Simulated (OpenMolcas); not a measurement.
Mo5+ (d1) in a complex was computed by SS-CASPT2, IPEA 0.25 Eh, sigma2 regulariser 0.3 Eh with the d shell active (OpenMolcas, ANO-RCC-VDZP on the metal). Its lowest spin-free states, and all those of the highest spin:

```csv
2S+1,Degeneracy,E (cm-1)
2,2,0
2,3,15960
```

Is the site octahedral, tetrahedral or cube-like, axial, or of lower symmetry?

The states with 2S+1 = 2 have orbital degeneracies 2, 3. Threefold states need a cubic site. For d1 at this spin an octahedron puts the threefold T2 below the twofold E and a tetrahedron or cube puts the twofold E below the threefold T2, so the site is a tetrahedron or a cube, which this pattern cannot tell apart. The first gap at this spin, 16000 cm-1, is |10Dq| in ligand-field theory. The run had Mo5+ with 4 ligands (fluoride) in tetrahedral coordination (Td) at 1.84 Å. Ligand basis ANO-RCC-VDZP.

Roots that are degenerate in the reference are averaged as groups; the widest CASPT2 spread within a group is 99 cm-1 (the 3-fold group of multiplicity 2 near 16000 cm-1 above the lowest state of its run). Shifts and gaps below about the spread of the groups concerned are not significant. Over all roots computed the reference weight is 0.72 to 0.73; a low but even weight reflects the number of correlated electrons. An orbital doublet at a regular site is open to a Jahn-Teller distortion, which this geometry leaves out. The least metal-like active orbital is 71 % on the metal (Löwdin) and no ligand orbital is active, so the numbers are rough. Ligand-to-metal charge-transfer states are missing. With one d shell and no ligand orbital active, 10Dq can be off by a tenth or more. The distance lies 4 % over the 1.77 Å that this model takes as the normal distance (a Shannon-type radius plus a fixed donor radius); by an R⁻⁵ law this alone changes a d-shell field by about -18 %. No measured value stands beside these numbers; the geometry is a model, was not optimised and need not be the one that this ion takes.
